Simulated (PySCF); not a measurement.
Sn(I)2 anion (I₂Sn), SMILES [I][Sn][I] (connectivity only; charge and spin as stated), charge -1, multiplicity 2.

Coordinates come from a B3LYP-D3(BJ)/def2-SVPD optimisation. The spin state was assumed, not searched. The isomer is the one that the SMILES or the coordinates give; other isomers of the formula were not compared. The def2 effective core potentials stand for the cores of I, Sn; spin–orbit coupling is left out.

Calculation: PySCF 2.14.0 with B3LYP-D3(BJ)/def2-SVPD.

Frequencies are harmonic and unscaled.

Computed vibrational spectrum:
| mode | ν (cm⁻¹) | IR (km/mol) | moving atoms (share of kinetic energy) |
|---|---|---|---|
| 1 | 41 | 0.0 | I 83 %, Sn 17 % |
| 2 | 134 | 38.0 | Sn 56 %, I 44 % |
| 3 | 143 | 8.7 | Sn 52 %, I 48 % |
